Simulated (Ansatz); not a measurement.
Reaction (redistribution): `C[O][Sn]([Cl])([Cl])[SeH]` + `N#[C][InH2]` → `[Cl][SnH]([Cl])[SeH]` + `C[O][InH][C]#N`

Program: Ansatz. Geometries: PBE0-D4/def2-TZVP. ΔE: electronic, gas phase. CCSD(T)/CBS adds triple-zeta CCSD(T) − MP2 to the extrapolated MP2 energy (def2 sets, frozen cores). DFT in def2-TZVPP. Elements past krypton have def2 core potentials. For In, Se, Sn outer-core shells are correlated without core-valence functions, which leaves a few kJ/mol of doubt a bond. Scalar relativity is left out up to krypton. One conformer a species, not always the lowest.

| level | ΔE (kJ/mol) |
| --- | --- |
| PBE-D4 | -5.1 |
| PBE0-D4 | -3.1 |
| ωB97X-V | -2.0 |
| ωB97M-V | -1.6 |
| PBE0 | -6.2 |
| HF/def2-TZVPP | -2.0 |
| SCS-MP2/def2-TZVPP | -2.7 |
| HF/CBS(def2) | -1.7 |

**Question.** What does CCSD(T)/CBS give? (An estimate is asked.)

**Answer.** The calculation gave: -5.3 kJ/mol. The listed levels differ from it by 0.2, 2.2, 3.3, 3.7, -0.9, 3.3, 2.6, 3.6 kJ/mol.

Largest T1 diagnostic among the species: 0.017.

The D4 term adds +5.0 kJ/mol with B3LYP and +3.1 kJ/mol with PBE0; it sums over pairs of atoms, weighted by their polarisabilities, and B3LYP, whose exchange is more repulsive, gets the larger term.

B3LYP here is the variant with VWN-RPA as its local correlation; programs differ in this.
